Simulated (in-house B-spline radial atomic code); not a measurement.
RPA and G0W0 on Hartree-Fock: As

Configuration [Ar] 3d10 4s2 4p3, highest spin, mean-field start Hartree-Fock. Computed with an all-electron radial atomic-structure program (B-spline basis): all electrons, scalar-relativistic (spin-free one-electron X2C), finite nucleus, each spin shell either full or empty, empty states to l = 9 with an (l + 1/2)⁻⁴ tail; G0W0 by contour deformation at full frequency.

Command:
```bash
python run_gw.py task.json out
```
Settings (radii: box in bohr, nucleus in fm):
```
Z                        33
electrons                33
configuration            [Ar] 3d10 4s2 4p3
hamiltonian              x2c
method                   hf
lmax                     9
rms_radius               4.0968
spin_polarised           True
box_radius               40
intervals                73
```

Time taken, with all properties: 7.1 s on 1 thread of Arm Neoverse N1, on a shared host.

Energies (hartree):

```csv
term,value
mean-field total,-2259.08820
Hartree-Fock functional on these orbitals,-2259.08820
direct second order,-2.4851
second-order exchange,0.73303
SOSEX correction,0.68083
```

Q: What is the RPA correlation energy, and what remains with SOSEX?

A: RPA gives -2.185 hartree (-1.8 eV per electron); RPA + SOSEX gives -1.5042, and the second-order doubles (MP2) -1.7521 hartree. RPA lacks exchange-type terms and so overcorrelates at short range.

Quasi-particle levels (eV):

```tsv
level	occupied	mean field	Σx - vxc	Σc	QP weight	G0W0
4p up	yes	-10.042	0.00	?	?	?
4s down	yes	-15.615	0.00	-1.36	0.930	-16.971
```

G0W0 = mean field + (Σx - vxc) + Σc, with Σc (partial-wave tail included) taken at the quasi-particle energy. Only the outer levels were computed. Levels of low weight are left out.

Q: Where does G0W0 put 4p up?

A: At -10.369 eV, with Σc = -0.33 eV and a quasi-particle weight of 0.947. The tabulated removal energy is 9.789 eV (NIST, measured); the calculation leaves out spin-orbit coupling, Breit and QED terms, and what these don't explain is the method's own error.
